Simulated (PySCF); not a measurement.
PySCF input for ZnF, SMILES [F][Zn] (connectivity only; charge and spin as stated), neutral, multiplicity 2, TDA-LC-ωPBE/def2-TZVPD. The structure is a stationary point at PBE0-D3(BJ)/def2-TZVPD. The multiplicity is an assumed one; other spin states were not compared.

```python
import numpy as np
from pyscf import gto, scf, dft, tdscf

mol = gto.M(
    atom='''
    Zn    0.00000000    0.00000000   -0.41306000
    F     0.00000000    0.00000000    1.37686666
    ''',
    basis='def2-TZVPD',
    charge=0,
    spin=1,
    max_memory=1600,
    verbose=4,
)
mf = dft.UKS(mol, xc='lc_wpbe').density_fit(auxbasis='def2-universal-jkfit')
mf.grids.level = 3
mf.conv_tol = 1e-9
mf.max_cycle = 100
mf.kernel()
fine, coarse = mf.grids, dft.Grids(mol).set(level=1).build(with_non0tab=True)
for _ in range(3):  # follow internal instabilities
    mf.grids = coarse
    mo, _, stable, _ = mf.stability(return_status=True, nroots=4)
    mf.grids = fine
    if stable:
        break
    mf.kernel(mf.make_rdm1(mo, mf.mo_occ))
mf.grids = dft.Grids(mol).set(level=1).build(with_non0tab=True)  # coarser grid for the response kernel
td = tdscf.TDA(mf)
td.nstates = 10
td.conv_tol = 1e-4
td.kernel(x0=td.get_init_guess(mf, 15))
td.analyze()
```

Output:

```
PySCF version 2.14.0

[INPUT] verbose = 4
[INPUT] num. atoms = 2
[INPUT] num. electrons = 39
[INPUT] charge = 0
[INPUT] spin (= nelec alpha-beta = 2S) = 1
[INPUT] symmetry False subgroup None
[INPUT] Mole.unit = angstrom
[INPUT] Symbol           X                Y                Z      unit          X                Y                Z       unit  Magmom
[INPUT]  1 Zn     0.000000000000   0.000000000000  -0.413060000000 AA    0.000000000000   0.000000000000  -0.780570273013 Bohr   0.0
[INPUT]  2 F      0.000000000000   0.000000000000   1.376866660000 AA    0.000000000000   0.000000000000   2.601900897445 Bohr   0.0

nuclear repulsion = 79.8232967536223
number of shells = 31
number of NR pGTOs = 153
number of NR cGTOs = 91
basis = def2-TZVPD
ecp = {}


[settings echo left out]
init E= -1878.50844708128
  alpha nocc = 20  HOMO = -0.234054213271229  LUMO = 0.0313181773792176
  beta  nocc = 19  HOMO = -0.460025656062875  LUMO = -0.234054213271229

WARN: HOMO -0.234054213271229 >= LUMO -0.234054213271229

cycle= 1 E= -1878.84985880994  delta_E= -0.341  |g|= 0.721  |ddm|= 0.946
  alpha nocc = 20  HOMO = -0.264855715276891  LUMO = 0.0262518483640815
  beta  nocc = 19  HOMO = -0.25942228358442  LUMO = -0.0718860905644618
  HOMO = -0.259422283584  LUMO = -0.0718860905645  gap/eV = 5.10312
cycle= 2 E= -1878.67637612207  delta_E= 0.173  |g|= 1.24  |ddm|= 0.798
  alpha nocc = 20  HOMO = -0.34316555666117  LUMO = 0.0302233549447856
  beta  nocc = 19  HOMO = -0.456066588397389  LUMO = -0.0679824382709384
  HOMO = -0.343165556661  LUMO = -0.0679824382709  gap/eV = 7.48811
cycle= 3 E= -1878.98824562398  delta_E= -0.312  |g|= 0.0386  |ddm|= 0.434
  alpha nocc = 20  HOMO = -0.343772203294726  LUMO = 0.0327672881946578
  beta  nocc = 19  HOMO = -0.465636843343373  LUMO = -0.0518637337783048
  HOMO = -0.343772203295  LUMO = -0.0518637337783  gap/eV = 7.94323
cycle= 4 E= -1878.99031608161  delta_E= -0.00207  |g|= 0.014  |ddm|= 0.109
  alpha nocc = 20  HOMO = -0.346074040539293  LUMO = 0.0332005638667605
  beta  nocc = 19  HOMO = -0.469804734758603  LUMO = -0.0480555670874736
  HOMO = -0.346074040539  LUMO = -0.0480555670875  gap/eV = 8.10950
cycle= 5 E= -1878.99086056464  delta_E= -0.000544  |g|= 0.00842  |ddm|= 0.069
  alpha nocc = 20  HOMO = -0.345747295605555  LUMO = 0.0332251692017478
  beta  nocc = 19  HOMO = -0.467289055214852  LUMO = -0.0474736009309638
  HOMO = -0.345747295606  LUMO = -0.047473600931  gap/eV = 8.11644
cycle= 6 E= -1878.9909129295  delta_E= -5.24e-05  |g|= 0.00452  |ddm|= 0.0122
  alpha nocc = 20  HOMO = -0.345837927774191  LUMO = 0.0331860531689345
  beta  nocc = 19  HOMO = -0.46755337812076  LUMO = -0.0474617986937815
  HOMO = -0.345837927774  LUMO = -0.0474617986938  gap/eV = 8.11923
cycle= 7 E= -1878.99093902137  delta_E= -2.61e-05  |g|= 0.0016  |ddm|= 0.0111
  alpha nocc = 20  HOMO = -0.345801860571903  LUMO = 0.0331550272760697
  beta  nocc = 19  HOMO = -0.46726750759699  LUMO = -0.0475408087010507
  HOMO = -0.345801860572  LUMO = -0.0475408087011  gap/eV = 8.11610
cycle= 8 E= -1878.99094329823  delta_E= -4.28e-06  |g|= 0.000454  |ddm|= 0.0041
  alpha nocc = 20  HOMO = -0.345819823827945  LUMO = 0.0331581849363077
  beta  nocc = 19  HOMO = -0.467412112644628  LUMO = -0.0475652612112185
  HOMO = -0.345819823828  LUMO = -0.0475652612112  gap/eV = 8.11592
cycle= 9 E= -1878.99094368731  delta_E= -3.89e-07  |g|= 0.000123  |ddm|= 0.00148
  alpha nocc = 20  HOMO = -0.345812245802279  LUMO = 0.0331598883960598
  beta  nocc = 19  HOMO = -0.467390520367929  LUMO = -0.047568112657288
  HOMO = -0.345812245802  LUMO = -0.0475681126573  gap/eV = 8.11564
cycle= 10 E= -1878.99094372357  delta_E= -3.63e-08  |g|= 3.56e-05  |ddm|= 0.000375
  alpha nocc = 20  HOMO = -0.345811234510577  LUMO = 0.0331608644010927
  beta  nocc = 19  HOMO = -0.467389040539233  LUMO = -0.0475672773660136
  HOMO = -0.345811234511  LUMO = -0.047567277366  gap/eV = 8.11563
cycle= 11 E= -1878.99094372658  delta_E= -3.01e-09  |g|= 9.65e-06  |ddm|= 0.000114
  alpha nocc = 20  HOMO = -0.345811597760232  LUMO = 0.0331609680646335
  beta  nocc = 19  HOMO = -0.467388801308379  LUMO = -0.0475662555820406
  HOMO = -0.34581159776  LUMO = -0.047566255582  gap/eV = 8.11567
cycle= 12 E= -1878.99094372678  delta_E= -2.02e-10  |g|= 3.94e-06  |ddm|= 3.08e-05
  alpha nocc = 20  HOMO = -0.345811720461846  LUMO = 0.0331609683133606
  beta  nocc = 19  HOMO = -0.467387397752261  LUMO = -0.0475662139599677
  HOMO = -0.345811720462  LUMO = -0.04756621396  gap/eV = 8.11567
Extra cycle  E= -1878.9909437268  delta_E= -2.23e-11  |g|= 2.96e-06  |ddm|= 8.37e-06
converged SCF energy = -1878.9909437268  <S^2> = 0.75308051  2S+1 = 2.0030781
tot grids = 12744
uhf_internal: lowest eigs of H = [0.30645046 0.30645163 0.38348657 0.38349448]
<class 'pyscf.df.df_jk.DFUKS'> wavefunction is stable in the internal stability analysis
tot grids = 12744


******** <class 'pyscf.tdscf.uks.TDA'> for <class 'pyscf.df.df_jk.DFUKS'> ********
nstates = 10
deg_eia_thresh = 1.000e-03
wfnsym = None
conv_tol = 0.0001
eigh lindep = 1e-12
eigh level_shift = 0
eigh max_cycle = 100


Excitation energies (eV)
[4.46833586 4.46833586 5.25675434 5.25675434 5.69701353 6.29361939
 7.73625621 7.79816974 7.79816975 7.81611797]

** Excitation energies and oscillator strengths **
Excited State   1:      4.46834 eV    277.47 nm  f=0.1653
      20a ->   21a      0.59647
      20a ->   22a     -0.61043
      20a ->   24a     -0.43044
      20a ->   25a      0.15431
      18b ->   20b      0.12751
      19b ->   20b     -0.13360
Excited State   2:      4.46834 eV    277.47 nm  f=0.1653
      20a ->   21a     -0.61043
      20a ->   22a     -0.59647
      20a ->   24a      0.15431
      20a ->   25a      0.43044
      18b ->   20b      0.13360
      19b ->   20b      0.12751
Excited State   3:      5.25675 eV    235.86 nm  f=0.0325
      20a ->   21a     -0.16376
      16b ->   20b      0.11711
      18b ->   20b      0.41547
      19b ->   20b     -0.83568
      19b ->   23b     -0.14109
      19b ->   27b      0.13670
Excited State   4:      5.25675 eV    235.86 nm  f=0.0325
      20a ->   22a      0.16376
      15b ->   20b     -0.11711
      18b ->   20b      0.83568
      18b ->   23b      0.14109
      18b ->   27b     -0.13670
      19b ->   20b      0.41547
Excited State   5:      5.69701 eV    217.63 nm  f=0.0102
      12b ->   20b     -0.27004
      17b ->   20b     -0.90616
      17b ->   23b     -0.13413
      17b ->   27b      0.11783
Excited State   6:      6.29362 eV    197.00 nm  f=0.2514
      20a ->   23a      0.79855
      20a ->   26a     -0.42705
      20a ->   27a     -0.36364
Excited State   7:      7.73626 eV    160.26 nm  f=0.0004
      18a ->   21a     -0.11879
      19a ->   22a     -0.11879
      20a ->   23a      0.46565
      20a ->   26a      0.78747
      20a ->   30a      0.18040
      20a ->   35a     -0.17357
      12b ->   20b     -0.21499
Excited State   8:      7.79817 eV    158.99 nm  f=0.0005
      20a ->   21a      0.30416
      20a ->   22a     -0.35344
      20a ->   24a      0.74013
      20a ->   25a     -0.31944
      20a ->   33a      0.16841
      15b ->   20b      0.22859
      16b ->   20b     -0.18340
Excited State   9:      7.79817 eV    158.99 nm  f=0.0005
      20a ->   21a     -0.35344
      20a ->   22a     -0.30416
      20a ->   24a     -0.31944
      20a ->   25a     -0.74013
      20a ->   34a     -0.16841
      15b ->   20b      0.18340
      16b ->   20b      0.22859
Excited State  10:      7.81612 eV    158.63 nm  f=0.0000
      18a ->   22a     -0.14947
      19a ->   21a     -0.14947
      14b ->   20b      0.92534
      14b ->   23b      0.11021
      14b ->   26b      0.10733
      14b ->   27b     -0.10884
      14b ->   30b      0.11486

** Transition electric dipole moments (AU) **
state          X           Y           Z        Dip. S.      Osc.
  1        -0.6446      1.0461     -0.0000      1.5097      0.1653
  2        -1.0461     -0.6445      0.0000      1.5097      0.1653
  3         0.1249     -0.4862     -0.0000      0.2520      0.0325
  4         0.4862      0.1249     -0.0000      0.2520      0.0325
  5         0.0000      0.0000     -0.2700      0.0729      0.0102
  6         0.0000      0.0000      1.2768      1.6302      0.2514
  7        -0.0000      0.0000     -0.0434      0.0019      0.0004
  8        -0.0286      0.0404      0.0000      0.0025      0.0005
  9        -0.0404     -0.0286     -0.0000      0.0025      0.0005
 10        -0.0000      0.0000      0.0000      0.0000      0.0000

** Transition velocity dipole moments (imaginary part, AU) **
state          X           Y           Z        Dip. S.      Osc.
  1        -0.0502      0.0815     -0.0000      0.0092      0.0372
  2        -0.0815     -0.0502      0.0000      0.0092      0.0372
  3         0.0166     -0.0647      0.0000      0.0045      0.0154
  4         0.0647      0.0166     -0.0000      0.0045      0.0154
  5         0.0000     -0.0000     -0.0262      0.0007      0.0022
  6        -0.0000      0.0000      0.2755      0.0759      0.2187
  7        -0.0000      0.0000      0.0271      0.0007      0.0017
  8        -0.0256      0.0363     -0.0000      0.0020      0.0046
  9        -0.0363     -0.0256     -0.0000      0.0020      0.0046
 10        -0.0000      0.0000      0.0000      0.0000      0.0000

** Transition magnetic dipole moments (imaginary part, AU) **
state          X           Y           Z
  1        -0.5948     -0.3665     -0.0000
  2         0.3665     -0.5948     -0.0000
  3         0.0422      0.0108      0.0000
  4        -0.0108      0.0422      0.0000
  5        -0.0000      0.0000     -0.0000
  6        -0.0000      0.0000      0.0000
  7         0.0000      0.0000     -0.0000
  8         0.1504      0.1063      0.0000
  9        -0.1063      0.1504     -0.0000
 10         0.0000      0.0000     -0.0000
```

The calculation finished and met its thresholds.

Cost: very roughly 60 core-seconds.
